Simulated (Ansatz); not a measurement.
A nudged elastic band was laid between two geometries of BClFH2N + H2O (9 atoms, charge 0, multiplicity 1).

Method: RKS PBE/def2-SVP (Ansatz 0.2.0).

```json
{
  "movable images": "7",
  "climbing image": "yes",
  "spring": "5.0 eV/Å²",
  "optimiser": "quadratic models (default)",
  "start path": "through a guess of the saddle point",
  "force threshold": "0.05 eV/Å",
  "iteration limit": "60",
  "end points": "relaxed"
}
```

Image 0:

```xyz
9
Properties=species:S:1:pos:R:3
B 0.043 -0.279 0.279
N 0.051 -0.331 1.688
H -0.749 -0.662 2.225
H 0.916 -0.236 2.222
F 1.160 -0.047 -0.412
Cl -1.471 -0.621 -0.606
O -0.640 2.473 0.595
H -1.461 2.186 0.154
H -0.576 1.834 1.333
```

Image 8:

```xyz
9
Properties=species:S:1:pos:R:3
B -0.282 0.546 0.227
N 0.002 0.139 1.804
H -0.893 -0.100 2.256
H 0.626 -0.678 1.861
F 0.969 0.566 -0.374
Cl -1.301 -0.913 -0.411
O -0.967 1.772 0.340
H -1.310 2.050 -0.526
H 0.430 0.934 2.303
```

(1) What changes between the two ends?

(2) Give the energies along the band, and the barrier.

(3) What is the geometry of the highest image?

(4) What are the harmonic wavenumbers there?

Answers

(1) Bonds broken: O7–H9. Bonds formed: B1–O7, N2–H9. BClFH2N + H2O becomes BClFH4NO.

(2) The forces met the threshold. The highest image is number 3 of 0 to 8, 4.9 kcal/mol above the first end and 24.2 kcal/mol above the last; the last end lies 19.3 kcal/mol below the first. A vibrational analysis at the climbing image gives one clearly imaginary mode, 956i cm⁻¹: a first-order saddle point. The orbitals stay closed-shell, which can raise the energy where a bond breaks towards radicals; this wasn't checked here.

| image | path coordinate (Å) | energy (kcal/mol) | O7–H9 (Å) | B1–O7 (Å) | N2–H9 (Å) |
| --- | --- | --- | --- | --- | --- |
| 0 | 0.00 | 0.0 | 0.98 | 2.85 | 2.28 |
| 1 | 0.49 | 0.8 | 0.98 | 2.34 | 2.30 |
| 2 | 0.98 | 1.4 | 1.00 | 1.80 | 1.94 |
| 3 | 1.47 | 4.9 | 1.17 | 1.61 | 1.41 |
| 4 | 2.02 | -10.7 | 1.77 | 1.45 | 1.06 |
| 5 | 2.57 | -17.6 | 2.27 | 1.41 | 1.03 |
| 6 | 3.11 | -19.0 | 2.34 | 1.41 | 1.03 |
| 7 | 3.66 | -19.2 | 2.42 | 1.41 | 1.03 |
| 8 | 4.20 | -19.3 | 2.55 | 1.41 | 1.03 |

(3) 
```xyz
9
Properties=species:S:1:pos:R:3
B -0.105 0.262 0.249
N -0.073 0.049 1.795
H -0.755 -0.619 2.166
H 0.858 -0.163 2.175
F 1.091 0.109 -0.381
Cl -1.553 -0.544 -0.569
O -0.429 1.828 0.431
H -1.332 2.011 0.103
H -0.429 1.384 1.510
```

(4) 956i, 243, 262, 295, 366, 406, 501, 572, 678, 733, 823, 856, 920, 1066, 1236, 1464, 1504, 1941, 3450, 3549, 3690 cm⁻¹.

The run took 7.8 min on 2 threads of Intel(R) Xeon(R) Processor @ 2.50GHz (Skylake/Cascade Lake) (shared host), peak memory 0.14 GiB.
